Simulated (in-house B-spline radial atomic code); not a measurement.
Values are calculated unless marked as measured or tabulated.
## Stopping and range of 2 keV Xe in Si

The pair potential comes from two frozen, spherical free-atom densities (PBE, B-spline radial code, scalar-relativistic past argon): electrostatics plus the change in Thomas-Fermi kinetic and Dirac exchange energy where they overlap, the recipe behind the universal ZBL potential, which averages such potentials (from solid-state densities) over many pairs. It is written V = (Z1 Z2 e²/r) φ(r/a), with e² = 14.3996 eV·Å and a = 0.46850 Å/(Z1^0.23 + Z2^0.23); ZBL's fit is φ = 0.18175 e^(−3.1998x) + 0.50986 e^(−0.94229x) + 0.28022 e^(−0.4029x) + 0.02817 e^(−0.20162x). Where φ falls below 4e-4 it is continued as an exponential.

The target is taken as amorphous, with density 2.329 g/cm³ (NSM archive of the Ioffe Institute); channelling is ignored. Masses: Xe 131.29, Si 28.09 u. Nuclear stopping is S_n = 4π a Z1 Z2 e² M1/(M1 + M2) × s_n(ε), with s_n integrated over impact parameters for each pair. Electronic stopping is Lindhard and Scharff's S_e = Z1^(1/6) 8π e² a0 Z1 Z2/(Z1^(2/3) + Z2^(2/3))^(3/2) × v/v0, with a0 = 0.529177 Å and v = v0 at 24.801 keV/u; it misses the oscillations with Z1 seen in experiment, which reach tens of per cent. Compounds add by atom fraction.

```tsv
target atom	a (Å)	ε at this energy	s_n, this pair	s_n, ZBL potential
Si	0.10800	0.003497	0.1095	0.1045
```

(1) What are the atom density and the stopping powers at entry?

Along the track:

| E (keV) | N S_n (eV/nm) | N S_e (eV/nm) |
| --- | --- | --- |
| 0.1 | 126 | 8.65 |
| 0.3 | 249 | 15 |
| 0.6 | 367 | 21.2 |
| 1 | 478 | 27.3 |
| 1.5 | 582 | 33.5 |
| 2 | 666 | 38.7 |

(2) Estimate the path length and the projected range.

Results:

(1) N = 2.329 × 0.602214/28.09 = 0.04993 atoms/Å³. For Si: S_n = 12170 × 0.1095 = 1333 eV·Å², S_e = 1.7316 × √2000 = 77.44 eV·Å². Averaged over the target's atoms and times N × 10 Å/nm, the ion loses N S_n = 666 eV/nm to recoils and N S_e = 38.7 eV/nm to electrons; the nuclear share is 95 %.

(2) With continuous slowing down the path is the integral of dE/(N (S_n + S_e)). Trapezoids over the table give 4.65 nm, and the stretch below the first row, with stopping taken as √E, adds 2E/(N S) = 1.5 nm: 6.13 nm in all, against 5.84 nm on a fine grid from 5 eV, a cut that itself drops some per cent of so short a path. Deflections shorten the depth: to first order in the energy passed on, N (S_n + S_e) dR_p/dE = 1 − N S_n (M2/M1) R_p/(2E), summed over the target's atoms, and integrating this on the fine grid gives R_p = 4.88 nm, 0.84 of the path. Lindhard's rule of thumb R/(1 + M2/3M1), with mean M2/M1 = 0.21, gives 5.45 nm. On the ZBL potential the same equation gives 5.06 nm, and the full integral equation, which keeps hard collisions, 5.05 nm.
